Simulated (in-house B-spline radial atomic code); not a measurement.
## BSE on G0W0@HF excitations of S VII (S6+)

Method: BSE on G0W0@HF. Computed with a B-spline radial code for spherical atoms: linear response of the closed shell [He] 2s2 2p6 with a statically screened interaction on G0W0 levels; scalar-relativistic (spin-free one-electron X2C), finite nucleus, no spin-orbit coupling, no double excitations, S, P, D and F terms only. Only terms of natural parity with L up to 3 were computed.

Command:
```bash
python run_td.py task.json out
```
Settings (radii: box in bohr, nucleus in fm):
```
Z                        16
electrons                10
configuration            [He] 2s2 2p6
hamiltonian              x2c
method                   bse
box_radius               14.35
rms_radius               3.2611
intervals                71
```

Time taken, with all properties: 6.1 s on 1 thread of Arm Neoverse N1, on a shared host.

The lowest states, in the order of their Tamm-Dancoff energies; the method's threshold (minus the highest G0W0 level) is 281.58 eV. Labels give the largest channel, * marks a mixed state, and oscillator strengths are full-response dipole values. Energies in eV:

```csv
state,full response,Tamm-Dancoff,oscillator strength
2p → 3s 3P,170.61,170.64,-
2p → 3s 1P,172.16,172.18,0.234
2p → 3p 3S,182.06,182.13,-
2p → 3p 3D,?,?,-
2p → 3p 1D,185.54,185.55,-
2p → 3p 1S,192.97,193.55,-
2p → 3d 3P,201.81,201.82,-
2p → 3d 3F,202.55,202.58,-
2p → 3d 1F,203.46,203.47,-
2p → 3d 1P,?,?,?
2p → 4s 3P,226.05,226.06,-
2p → 4s 1P,226.55,226.56,0.0461
2p → 4p 3S*,229.58,229.61,-
2p → 4p 3D,231.19,231.19,-
2p → 4p 1D,231.57,231.57,-
2p → 4p 1S*,233.34,233.38,-
```

Problem. Where does 2p → 3p 3D lie?

Solution. At 184.37 eV in full response, 184.40 eV in Tamm-Dancoff.

Problem. Where does 2p → 3d 1P lie?

Solution. At 206.35 eV in full response, 206.50 eV in Tamm-Dancoff, oscillator strength 1.58.

Problem. How large is the singlet-triplet splitting of 2p → 3s (P terms) in Tamm-Dancoff?

Solution. 1.55 eV, from the unrounded values.

Problem. What polarisabilities and dispersion coefficient does the method give?

Solution. Dipole 0.07179 bohr³, quadrupole 0.02955 bohr⁵, C6 0.03604 hartree·bohr⁶ for two such species.
